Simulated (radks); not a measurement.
The mean radii <r> (bohr) of the occupied orbitals of an atom or ion are listed with their occupations. Method: scalar-relativistic Kohn-Sham, SCAN, spin-polarised, spherical densities, finite nucleus; meta-GGA in the generalised Kohn-Sham scheme; Fermi nuclear charge, rms radius of each element as measured or else 0.836 A^(1/3) + 0.57 fm; computed with a radial shooting solver on a logarithmic mesh with Libxc functionals.

| orbital | occ. | <r> |
|---|---|---|
| 1s down | 1 | 0.01632 |
| 1s up | 1 | 0.01632 |
| 2s up | 1 | 0.06872 |
| 2s down | 1 | 0.06872 |
| 2p up | 3 | 0.06234 |
| 2p down | 3 | 0.06233 |
| 3s up | 1 | 0.1772 |
| 3s down | 1 | 0.1769 |
| 3p up | 3 | 0.1788 |
| 3p down | 3 | 0.1786 |
| 3d up | 5 | 0.1622 |
| 3d down | 5 | 0.1619 |
| 4s up | 1 | 0.3810 |
| 4s down | 1 | 0.3818 |
| 4p up | 3 | 0.4012 |
| 4p down | 3 | 0.4022 |
| 4d up | 5 | 0.4119 |
| 4d down | 5 | 0.4134 |
| 4f up | 7 | 0.4021 |
| 4f down | 1 | 0.4045 |

Name the element and its charge. Open shells, if any, are filled with parallel spins first.

Answer. Z = 81, thallium, charge +27: Tl27+ in [Kr] 4d10 4f8. The 1s radius gives Z: for a bare nucleus <r> = (2 gamma + 1)/(2Z) with gamma = sqrt(1 - (Z/c)^2), 0.01613 bohr for Z = 81, and screening makes it slightly larger (0.01632 here). The occupations add up to 54, and the charge is Z minus that.
